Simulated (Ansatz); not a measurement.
`[GeH3][CH]=[Se]` + NH₃ → `[NH2][GeH3]` + `C=[Se]` at 400 K and 1 bar (ligand exchange at a Ge–C bond).

Program: Ansatz. Geometries: PBE0-D4/def2-TZVP. ΔE: electronic, gas phase. CCSD(T)/CBS is the MP2 limit (def2-TZVPP, def2-QZVPP) plus CCSD(T) − MP2 in def2-TZVPP, frozen cores. This one scheme is used for every species. For Ge, Se outer-core shells are correlated without core-valence functions, which leaves a few kJ/mol of doubt a bond. Scalar relativity is left out up to krypton.

| species | CCSD(T)/CBS energy (Eh) | H − E (kJ/mol) | S (J/(mol·K)) |
| --- | --- | --- | --- |
| `[GeH3][CH]=[Se]` | -4517.22497 | 125.7 | 347.4 |
| NH₃ | -56.50880 | 104.2 | 203.1 |
| `[NH2][GeH3]` | -2133.81884 | 149.5 | 296.9 |
| `C=[Se]` | -2439.91603 | 78.0 | 255.2 |

H − E and S are ideal-gas, rigid-rotor, harmonic terms from PBE0-D4/def2-TZVP. 1 Eh = 2625.50 kJ/mol, R = 8.31446 J/(mol·K).

Problem. By hand: ΔE, ΔH, ΔS and ΔG.

Solution. ΔE = (-2133.81884) + (-2439.91603) − (-4517.22497) − (-56.50880) = -0.00110 Eh = -2.9 kJ/mol. Δ(H − E) = 149.5 + 78.0 − 125.7 − 104.2 = -2.4, so ΔH = -5.3 kJ/mol. ΔS = 296.9 + 255.2 − 347.4 − 203.1 = 1.6 J/(mol·K). ΔG = -5.3 − 400 × (1.6)/1000 = -5.9 kJ/mol.

Problem. By hand: the equilibrium constant, and the temperature at which ΔG would vanish if ΔH and ΔS stayed fixed.

Solution. log₁₀ K = −ΔG/(RT ln 10) = 0.8. ΔH and −TΔS have one sign here, so there is no such temperature.

The number of gas molecules stays the same, so ΔS is small and ΔH decides. The sign of ΔG lies within the doubt. A doubt of 5 kJ/mol in ΔE shifts log₁₀ K by 0.7 here. These are equilibria of isolated gas molecules and say nothing of rates. Largest T1 diagnostic: 0.015 (customary marks: 0.02 for closed shells, 0.045 for open ones).

ΔS is within the doubt of such terms, so its sign, and with it that verdict, could turn.
